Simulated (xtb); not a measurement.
AlI3 (SMILES [I][Al]([I])[I]), singlet, from a rough starting geometry (GFN-xTB shapes and energies of metal compounds can be far from the true ones); xtb 6.7.1 with GFN2-xTB.

Here is a job for xtb.
```
$ xtb mol.xyz --gfn 2 --opt vtight --json

# file mol.xyz
4

Al     0.03473692    -0.04096410    -0.00139723
I     -2.07336843    -1.45906235    -0.06485609
I      0.02408004     2.25772516    -1.19588979
I      2.05859072    -0.77331501     1.20583626
```

Output, abridged:

```
   ID    Z sym.   atoms
    1   13 Al     1
    2   53 I      2-4

           -------------------------------------------------
          |                Calculation Setup                |
           -------------------------------------------------

           -------------------------------------------------
          |                 G F N 2 - x T B                 |
           -------------------------------------------------

          ...................................................
          :                      SETUP                      :
          :.................................................:
          :  # basis functions                  40          :
          :  # atomic orbitals                  36          :
          :  # shells                           12          :
          :  # electrons                        24          :
          :  max. iterations                   250          :
          :  Hamiltonian                  GFN2-xTB          :
          :  restarted?                      false          :
          :  GBSA solvation                  false          :
          :  PC potential                    false          :
          :  electronic temp.          300.0000000     K    :
          :  accuracy                    1.0000000          :
          :  -> integral cutoff          0.2500000E+02      :
          :  -> integral neglect         0.1000000E-07      :
          :  -> SCF convergence          0.1000000E-05 Eh   :
          :  -> wf. convergence          0.1000000E-03 e    :
          :  Broyden damping             0.4000000          :
          :  net charge                          0          :
          :  unpaired electrons                  0          :
          ...................................................

 iter      E             dE          RMSdq      gap      omega  full diag
   1    -12.6695482 -0.126695E+02  0.206E+01    4.34       0.0  T
   2    -12.7084970 -0.389489E-01  0.161E+01    3.52       1.0  T
   3    -12.6227459  0.857511E-01  0.100E+01    4.77       1.0  T
   4    -12.7251747 -0.102429E+00  0.350E+00    3.64       1.0  T
   5    -12.7265318 -0.135709E-02  0.430E+00    3.80       1.0  T
   6    -12.7283349 -0.180304E-02  0.636E-01    3.78       1.0  T
   7    -12.7281312  0.203691E-03  0.711E-01    3.88       1.0  T
   8    -12.7285033 -0.372123E-03  0.209E-01    3.84       1.0  T
   9    -12.7285151 -0.117542E-04  0.730E-02    3.83       1.0  T
[...]
 * total energy  :   -12.6402589 Eh     change        0.4586906E-01 Eh
 * total energy  :   -12.6767098 Eh     change       -0.3645084E-01 Eh
 * total energy  :   -12.6771565 Eh     change       -0.4466931E-03 Eh
 * total energy  :   -12.6910320 Eh     change       -0.1387554E-01 Eh
 * total energy  :   -12.6926885 Eh     change       -0.1656474E-02 Eh
 * total energy  :   -12.6931978 Eh     change       -0.5093395E-03 Eh
 * total energy  :   -12.6932543 Eh     change       -0.5645086E-04 Eh
 * total energy  :   -12.6932331 Eh     change        0.2117721E-04 Eh
 * total energy  :   -12.6932797 Eh     change       -0.4659091E-04 Eh
 * total energy  :   -12.6932835 Eh     change       -0.3784302E-05 Eh
 * total energy  :   -12.6932851 Eh     change       -0.1623240E-05 Eh
 * total energy  :   -12.6932851 Eh     change       -0.9303298E-08 Eh
   *** GEOMETRY OPTIMIZATION CONVERGED AFTER 15 ITERATIONS ***
         :: total energy             -12.693285103763 Eh    ::
[...]
        22                         -0.0090534              -0.2464
        23                         -0.0090473              -0.2462
       ...                                ...                  ...
        36                          1.6338588              44.4596
      -------------------------------------------------------------
                  HL-Gap            0.1471762 Eh            4.0049 eV
             Fermi-level           -0.3673637 Eh           -9.9965 eV

     #   Z          covCN         q      C6AA      α(0)
     1  13 Al       2.485     0.369    96.052    20.178
     2  53 I        0.840    -0.123   380.804    33.687
     3  53 I        0.840    -0.123   380.804    33.687
     4  53 I        0.840    -0.123   380.797    33.687

 Mol. C6AA /au·bohr⁶  :       4644.138547
 Mol. C8AA /au·bohr⁸  :     429158.385996
 Mol. α(0) /au        :        121.240520

Wiberg/Mayer (AO) data.
largest (>0.10) Wiberg bond orders for each atom

 ---------------------------------------------------------------------------
     #   Z sym  total        # sym  WBO       # sym  WBO       # sym  WBO
 ---------------------------------------------------------------------------
     1  13 Al   3.850 --     4 I    1.284     3 I    1.283     2 I    1.283
     2  53 I    1.423 --     1 Al   1.283
     3  53 I    1.423 --     1 Al   1.283
     4  53 I    1.423 --     1 Al   1.284
 ---------------------------------------------------------------------------

Topologies differ in total number of bonds
Writing topology from bond orders to xtbtopo.mol

molecular dipole:
                 x           y           z       tot (Debye)
 q only:        0.001      -0.000       0.000
   full:        0.001      -0.001       0.000       0.003
molecular quadrupole (traceless):
                xx          xy          yy          xz          yz          zz
 q only:       -1.401      -0.908      -0.869      -1.721       2.296       2.271
  q+dip:       -4.280      -2.771      -2.654      -5.255       7.012       6.934
   full:       -5.505      -3.563      -3.412      -6.759       9.017       8.917

optimized geometry written to: xtbopt.xyz

           -------------------------------------------------
          | TOTAL ENERGY              -12.693285103763 Eh   |
          | GRADIENT NORM               0.000040284185 Eh/α |
          | HOMO-LUMO GAP               4.004867553139 eV   |
           -------------------------------------------------

normal termination of xtb
```
